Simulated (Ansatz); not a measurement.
B₅, relaxed as a doublet with UKS PBE-D4/def2-SVP in Ansatz, starting from the GFN2-xTB geometry. Force threshold 0.02 eV/Å.

The structure comes from a short search, and lower isomers may exist.

Start:

Cartesian coordinates in Å:
```
B -1.276 0.556 -0.299
B 1.272 -0.421 -0.513
B 0.737 -0.426 0.885
B -0.020 0.162 -1.091
B -0.713 0.129 1.018
```

```csv
step,energy (eV),largest force component (eV/Å),SCF passes
1,-3364.5009,4.430,95
2,-3365.3574,1.852,43
3,-3365.6689,1.005,42
4,-3365.7445,1.234,41
5,-3365.7922,0.273,38
6,-3365.7967,0.024,38
7 (rejected),-3365.7966,0.026,37
8,-3365.7968,0.010,32
```

Force components are those of the run's own axes.

End:

Cartesian coordinates in Å:
```
B -1.474 0.658 -0.366
B 1.466 -0.470 -0.607
B 0.744 -0.447 0.808
B -0.008 0.141 -0.764
B -0.728 0.119 0.929
```

Bonds formed: B3–B4, B4–B5 (atoms count from 1).

No frequencies were taken in this run, so the end may be a saddle point.

It took 10 s on 4 threads of Arm Neoverse N1 on a shared host.
